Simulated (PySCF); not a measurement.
Computed shifts of a molecule C₄H₈BN, HF/pcSseg-1 (PySCF), GIAO, gas phase, equivalent atoms averaged, in ppm (number of nuclei): ¹³C: 159.6 (1), 124.6 (1), 53.8 (1), 2.1 (1). ¹⁵N: 113.3 (1). ¹H: 5.94 (1), 5.71 (1), 4.22 (1), 4.18 (2), 0.84 (3). References: ¹³C against TMS (σ = 192.6 ppm); ¹⁵N against NH3 (σ = 267.3 ppm); ¹¹B against BF3 (σ = 102.7 ppm); ¹H against TMS (σ = 31.99 ppm), references at their B3LYP-D3(BJ)/def2-TZVP geometries, non-relativistic. Coordinates come from a B3LYP-D3(BJ)/def2-SVP optimisation. The values are those of a single conformer.

Q: Identify the compound among the candidates.
A. C=C1CNB1C
B. NB1C=CCC1
C. C#CB(C)NC
D. C[C@@H]1C=CB1N

A: A, C=C1CNB1C
